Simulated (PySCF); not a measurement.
## Dipole response of Si⁺ (silicon, charge +1)

[Ne] 3s2 3p1, 2P determinant. Calculation: PySCF 2.14, in aug-cc-pVTZ-DK (6s5p3d2f, 50 functions); scalar relativity by spin-free X2C-1e. Coupled (time-dependent) response in atomic units; α is the mean over directions.

| method | mean α (bohr³) | α xx, yy, zz | C₆ (like pair) | S(−4) |
| --- | --- | --- | --- | --- |
| UHF | 19.51 | 19.02, 20.48, 19.02 | 104.8 | 153.2 |
| PBE | 19.07 | 18.36, 20.51, 18.36 | 100.6 | 148.4 |
| PBE0 | 19.03 | 18.43, 20.24, 18.43 | 100.6 | 146.0 |
| wB97M-V | 19.19 | 18.31, 20.94, 18.31 | 99.50 | 156.8 |
| B97-3 | 19.16 | 18.46, 20.58, 18.46 | 101.7 | 147.6 |

S(−4) is the Cauchy moment in α(ω) = α(0) + S(−4) ω² + …

α(iu) at PBE:

| u (hartree) | α(iu) (bohr³) |
| --- | --- |
| 0 | 19.07 |
| 0.0500 | 18.71 |
| 0.100 | 17.71 |
| 0.200 | 14.61 |
| 0.300 | 11.38 |
| 0.500 | 6.746 |
| 0.750 | 3.818 |
| 1.00 | 2.408 |
| 1.50 | 1.209 |
| 2.00 | 0.7359 |
| 3.00 | 0.3681 |
| 5.00 | 0.1546 |

A single London oscillator, α(iu) = α/(1 + u²/ω²), gives C₆ = (3/4) ω α². Matching the computed C₆ needs ω = 4 × 100.6 / (3 × 19.07²) = 0.369 hartree.

For an ion, C₆ is the dispersion term alone; charge-induced terms of lower order in 1/R come first.

The components differ because the open shell of this determinant is not spherical; for a pure term their mean is the scalar polarisability.
